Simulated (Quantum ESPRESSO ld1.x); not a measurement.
All-electron atom: Pd41+ in [He] 2s2 2p1. Method: Dirac Kohn-Sham, PW91, spin-unpolarised, spherical densities, point nucleus; open shells are shared between the two j in proportion to 2j + 1; computed with ld1.x of Quantum ESPRESSO 7.5.

Spin-orbit splittings of the eigenvalues, e(l+1/2) - e(l-1/2), with zeta = 2 splitting/(2l+1) and mean radii in bohr:

[
 {"shell": "2p", "occ.": "1", "splitting (eV)": "186.2", "zeta (eV)": "124.1", "<r> j=l-1/2": "0.1092", "<r> j=l+1/2": "0.1136"},
 {"shell": "3p", "occ.": "0", "splitting (eV)": "53.07", "zeta (eV)": "35.38", "<r> j=l-1/2": "0.2827", "<r> j=l+1/2": "0.2888"}
]
